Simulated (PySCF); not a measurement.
Species: Br2.
InChI=1S/Br2/c1-2

Computed with PySCF, CAM-B3LYP/6-31G* geometry optimisation, gas phase.

Take the most abundant isotopes and a rigid rotor. 

What are the moment of inertia and the rotational constant?

I = 208.748 u·Å², B = 505379 MHz·u·Å²/I = 2421 MHz (0.0808 cm⁻¹, or 0.116 K as hB/k). For two atoms I = μr² with μ = 39.4592 u and r = 2.3000 Å.

List the first levels of a rigid rotor in a Σ state.

E(J) = BJ(J+1): J = 1: 0.162, J = 2: 0.485, J = 3: 0.969, J = 4: 1.615, J = 5: 2.423, J = 6: 3.392 cm⁻¹.

Has it a pure rotational spectrum?

Not by electric dipole: D∞h allows no dipole (computed 0.00 D). Rotational Raman lines (ΔJ = 2) lie at B(4J + 6), spaced by 4B = 0.323 cm⁻¹, with nuclear-spin weights that differ between even and odd J.

Estimate the classical rotational partition function at 10 K, 200 K and 298.15 K.

Point group D∞h, symmetry number σ = 2; q = kT/(σhB), k/h = 20836.6 MHz/K: 43.0 at 10 K, 861 at 200 K, 1280 at 298.15 K.

Not checked by CAM-B3LYP/6-31G* frequencies. Zero-point vibration and centrifugal distortion are left out.

Time: 6.4 s; peak memory 0.40 GiB. Hardware: one thread of an Arm Neoverse V2, shared host with 96 logical CPUs at a one-minute load of 18. That covers the optimisation of the geometry.
